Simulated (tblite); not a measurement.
Compound: C5H9BO3.
SMILES with atom numbers: `[CH3:1][C:2](=[O:3])[C@@H:4]1[CH2:5][CH2:6][O:7][BH:8][O:9]1` (hydrogens: H10, H11, H12 on C1; H13 on C4; H14, H15 on C5; H16, H17 on C6; H18 on B8)

Computed with GFN2-xTB (tblite), gas phase: L-BFGS steps from a force-field or distance-geometry start until the largest atomic force falls under 0.01 eV/Å.

Step 108: E = -784.1120 eV
```
atom  x, y, z in Å  |  force x, y, z in eV/Å
C1      2.1407   -0.3548   -1.0473   -0.003  -0.007  -0.003
C2      1.4266   -0.0229    0.2275    0.016   0.013   0.001
O3      1.7823   -0.4016    1.3146   -0.038   0.010  -0.009
C4      0.2040    0.8965    0.0713    0.016   0.003  -0.016
C5     -0.9029    0.4962    1.0516    0.000  -0.005   0.009
C6     -1.5387   -0.8026    0.5621   -0.014  -0.016   0.019
O7     -1.9385   -0.7097   -0.7917   -0.002  -0.039   0.020
B8     -1.3093    0.1441   -1.6200   -0.021   0.011   0.001
O9     -0.2709    0.9381   -1.2566    0.019  -0.011  -0.030
H10     2.9744   -1.0239   -0.8480   -0.020   0.023  -0.016
H11     2.4978    0.5695   -1.4986    0.000  -0.023  -0.013
H12     1.4425   -0.8084   -1.7489    0.031  -0.008   0.011
H13     0.5613    1.9115    0.3056    0.006   0.013   0.029
H14    -0.4779    0.3594    2.0439    0.006   0.002   0.035
H15    -1.6602    1.2815    1.0771    0.004   0.012   0.007
H16    -0.8284   -1.6335    0.6655    0.003   0.017  -0.023
H17    -2.4334   -1.0383    1.1469   -0.017  -0.007  -0.005
H18    -1.6782    0.2053   -2.7257    0.014   0.012  -0.015
```

Step 109: E = -784.1124 eV
```
atom  x, y, z in Å  |  force x, y, z in eV/Å
C1      2.1459   -0.3510   -1.0477    0.000  -0.026   0.001
C2      1.4260   -0.0283    0.2263    0.009   0.009   0.001
O3      1.7738   -0.4169    1.3127   -0.031   0.014  -0.027
C4      0.2058    0.8935    0.0695   -0.009   0.011   0.002
C5     -0.9020    0.4976    1.0510   -0.014  -0.017   0.015
C6     -1.5412   -0.8011    0.5641   -0.018  -0.014   0.007
O7     -1.9418   -0.7093   -0.7898    0.017  -0.019   0.005
B8     -1.3117    0.1435   -1.6191   -0.025   0.010   0.003
O9     -0.2706    0.9353   -1.2580    0.021  -0.019  -0.022
H10     2.9892   -1.0078   -0.8454   -0.025   0.036  -0.025
H11     2.4871    0.5770   -1.5040    0.000  -0.034  -0.007
H12     1.4548   -0.8203   -1.7469    0.037   0.005   0.021
H13     0.5648    1.9080    0.3038    0.009   0.013   0.022
H14    -0.4783    0.3612    2.0440    0.012   0.001   0.030
H15    -1.6580    1.2845    1.0764    0.011   0.008  -0.001
H16    -0.8332   -1.6337    0.6688    0.004   0.020  -0.024
H17    -2.4373   -1.0346    1.1479   -0.011  -0.001   0.005
H18    -1.6821    0.2088   -2.7243    0.013   0.002  -0.008
```

Problem. Estimate the geometry and energy of step 110. (The exact step hangs on the optimiser's Hessian estimate; all steps are aligned on step 109, rigid shifts and turns removed.)

Solution. E = -784.1128 eV, largest force 0.036 eV/Å
```
atom  x, y, z in Å  |  force x, y, z in eV/Å
C1      2.1496   -0.3488   -1.0479   -0.009  -0.031   0.004
C2      1.4257   -0.0297    0.2244   -0.017   0.011  -0.014
O3      1.7679   -0.4241    1.3100   -0.007   0.002   0.004
C4      0.2064    0.8924    0.0680   -0.030   0.016   0.013
C5     -0.9012    0.4979    1.0513   -0.023  -0.020   0.020
C6     -1.5435   -0.8002    0.5656   -0.017  -0.009  -0.007
O7     -1.9448   -0.7094   -0.7884    0.030   0.003  -0.009
B8     -1.3145    0.1432   -1.6184   -0.018   0.009   0.004
O9     -0.2711    0.9333   -1.2593    0.019  -0.019  -0.006
H10     2.9967   -0.9978   -0.8422    0.009   0.013  -0.018
H11     2.4834    0.5786   -1.5085    0.004  -0.005  -0.013
H12     1.4648   -0.8281   -1.7458    0.015   0.003   0.013
H13     0.5659    1.9067    0.3032    0.006   0.008   0.011
H14    -0.4775    0.3613    2.0447    0.015  -0.002   0.014
H15    -1.6557    1.2863    1.0786    0.013   0.004  -0.009
H16    -0.8363   -1.6334    0.6701    0.005   0.017  -0.022
H17    -2.4406   -1.0335    1.1477   -0.003   0.007   0.018
H18    -1.6839    0.2116   -2.7240    0.006  -0.008  -0.003
```

The energy changes by -0.0004 eV. The first-order estimate −F·Δx gives -0.0006 eV and the mean of the old and new forces, exact on a quadratic surface, -0.0004 eV. The step makes an angle of 78° with the force vector and moves no atom by more than 0.013 Å.

The cost below is that of the whole relaxation. On an Arm Neoverse N1 with one thread, no GPU, shared host with 64 logical CPUs at a one-minute load of 57, this took 1.4 s.
